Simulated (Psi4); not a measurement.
Here is a job for Psi4.
```
memory 2 GB

molecule {
1 2
Te   -0.00025533    0.04223806    0.00196862
H    -1.17931590   -1.10419009   -0.07625629
H     1.19259301   -1.09218903   -0.02611171
}

set {
  basis def2-tzvpd
  reference uks
}

energy('tpss')
print_variables()
```

**Question.** What does this run give for the <S^2>, total energy?

**Answer.** 
| Property | Value |
|---|---|
| <S^2> | 0.754 |
| total energy | -268.7836 Eh |

These values belong to the state on which the SCF converged, which isn't shown to be the lowest.
